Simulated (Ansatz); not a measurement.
Z-matrix (Å, degrees):
```
C
B 1 1.588
H 1 1.096 2 114.6
H 1 1.095 2 112.4 3 124.5
H 1 1.094 2 108.2 3 -117.7
C 2 1.585 1 119.0 3 -177.2
Cl 2 1.870 1 112.9 3 47.8
O 2 1.698 1 105.1 3 -61.5
H 6 1.095 2 111.9 1 51.6
H 6 1.095 2 113.3 1 174.2
H 6 1.094 2 109.6 1 -67.3
Si 8 1.706 2 122.0 1 38.2
H 8 0.965 2 106.6 1 173.9
H 12 1.474 8 106.1 2 -80.2
H 12 1.482 8 104.2 2 162.0
H 12 1.475 8 110.6 2 42.3
```

Charge 0, multiplicity 1.

**Question.** List the B3LYP/def2-TZVPP orbital energies in eV (the Gaussian-basis code of Ansatz). (Best estimate.)

**Answer.** Computed: Occupied: -2761.12, -1800.50, -522.78, -275.77, -275.61, -255.89, -194.90, -194.79, -194.77, -184.17, -144.97, -100.35, -100.26, -100.24, -29.71, -21.44, -19.01, -18.35, -16.94, -15.30, -13.52, -12.37, -11.66, -11.06, -10.58, -10.45, -10.21, -10.00, -9.88, -8.86, -8.63, -7.82, -7.30. Lowest empty: -0.99, 0.59, 0.70, 0.74, 1.00, 1.57, 2.40, 2.53.

B3LYP here is the variant with VWN-RPA as its local correlation; programs differ in this.
